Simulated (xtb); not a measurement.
AlF2HS, SMILES [F][Al]([F])[SH]. All values are semi-empirical tight-binding results from xtb (GFN2-xTB unless named), good for trends rather than for accurate numbers. The structure is a stationary point at GFN2-xTB. One conformer was computed; it need not be the lowest.

For metal compounds this method's bond lengths and energies can be far off.

| Quantity | Result |
|---|---|
| point group as xtb finds it | Cs |
| orbital gap | 3.58 eV |
| zero-point energy | 8.3 kcal/mol |
| G − E(el) at 298.15 K (modified RRHO) | -10.5 kcal/mol |
